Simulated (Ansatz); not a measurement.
`[NH2][GaH][SiH2]C=O` + CH₃SH → `O=C[SiH2]CS` + `[NH2][GaH2]`  (formal exchange of groups at the Si–Ga bond)

Program: Ansatz. Geometries: PBE0-D4/def2-TZVP. ΔE: electronic, gas phase. CBS: MP2 limit from def2 TZ/QZ plus the TZ coupled-cluster correction, frozen cores. This one scheme is used for every species. Functionals use def2-TZVPP. For Ga outer-core shells are correlated without core-valence functions, which leaves a few kJ/mol of doubt a bond. Scalar relativity is left out up to krypton. One conformer a species, not always the lowest.

| level | ΔE (kJ/mol) |
| --- | --- |
| r2SCAN-D4 | 26.8 |
| r2SCAN | 27.6 |
| MP2/def2-TZVPP | 15.1 |
| SCS-MP2/def2-TZVPP | 16.3 |
| CCSD(T)/def2-TZVPP | 20.6 |
| SCS-MP2/def2-QZVPP | 16.3 |
| HF/CBS(def2) | 19.5 |
| MP2/CBS(def2) | 15.9 |

(1) What does CCSD(T)/CBS give? (Estimate.)

Largest T1 diagnostic among the species: 0.016.

Results:

(1) Computed: +21.4 kJ/mol. The listed levels differ from it by 5.4, 6.2, -6.3, -5.1, -0.8, -5.1, -1.9, -5.5 kJ/mol.

From PBE to PBE0 (25 % exact exchange), in def2-TZVPP and without D4, ΔE moves by −5.5 kJ/mol. The D4 term adds −5.6 kJ/mol with B3LYP and −2.8 kJ/mol with PBE0; it sums over pairs of atoms, weighted by their polarisabilities, and B3LYP, whose exchange is more repulsive, gets the larger term.

B3LYP here is the variant with VWN-RPA as its local correlation; programs differ in this.
